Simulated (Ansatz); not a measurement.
`FC/C=C/[SiH3]` → `C=CCF` + `[SiH2]` at 700 K and 1 bar (silylene formation by 1,1-elimination).

Program: Ansatz. Geometries: PBE0-D4/def2-TZVP. ΔE: electronic, gas phase. CBS: MP2 limit from def2 TZ/QZ plus the TZ coupled-cluster correction, frozen cores. This one scheme is used for every species. One conformer a species, not always the lowest.

```csv
species,CCSD(T)/CBS energy (Eh),H − E (kJ/mol),S (J/(mol·K))
`FC/C=C/[SiH3]`,-507.20526,312.2,461.2
`C=CCF`,-216.92453,246.7,366.0
`[SiH2]`,-290.19011,56.3,240.4
```

H − E and S are ideal-gas, rigid-rotor, harmonic terms from PBE0-D4/def2-TZVP, for one conformer and one mirror image of each species. 1 Eh = 2625.50 kJ/mol, R = 8.31446 J/(mol·K).

Task: By hand: ΔE, ΔH, ΔS and ΔG.

Result: ΔE = (-216.92453) + (-290.19011) − (-507.20526) = 0.09062 Eh = 237.9 kJ/mol. Δ(H − E) = 246.7 + 56.3 − 312.2 = -9.2, so ΔH = 228.7 kJ/mol. ΔS = 366.0 + 240.4 − 461.2 = 145.2 J/(mol·K). ΔG = 228.7 − 700 × (145.2)/1000 = 127.1 kJ/mol.

Task: By hand: the equilibrium constant, and the temperature at which ΔG would vanish if ΔH and ΔS stayed fixed.

Result: log₁₀ K = −ΔG/(RT ln 10) = -9.5. ΔG = 0 at ΔH/ΔS = 1575 K.

The number of gas molecules changes by +1, which sets the sign of ΔS. A doubt of 5 kJ/mol in ΔE shifts log₁₀ K by 0.4 here. Other conformers and mirror images would add mixing entropy, several J/(mol·K) or more a flexible species. These are equilibria of isolated gas molecules and say nothing of rates. Largest T1 diagnostic: 0.014 (customary marks: 0.02 for closed shells, 0.045 for open ones).
